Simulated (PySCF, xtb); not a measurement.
C₃H₂F₃, SMILES F/C=C/[C](F)F, multiplicity 2. One conformer was computed; it need not be the lowest.

Harmonic wavenumbers (cm⁻¹) from GFN2-xTB run with xtb 6.7.1 at its own minimum, in rising order: 148, 183, 214, 361, 370, 431, 546, 616, 895, 900, 1112, 1158, 1208, 1245, 1452, 1564, 3103, 3121.

Problem. What does PBE-D3(BJ)/def2-SVP (PySCF) give at its own minimum? (The exact figures need the calculation; the answer reports its results.)

Solution. 158, 168, 194, 349, 385, 468, 581, 593, 820, 908, 1132, 1145, 1233, 1332, 1470, 1597, 3146, 3150. Paired by order, the mean absolute difference is 29 cm⁻¹ and the zero-point energies are 26.6 and 26.9 kcal/mol.
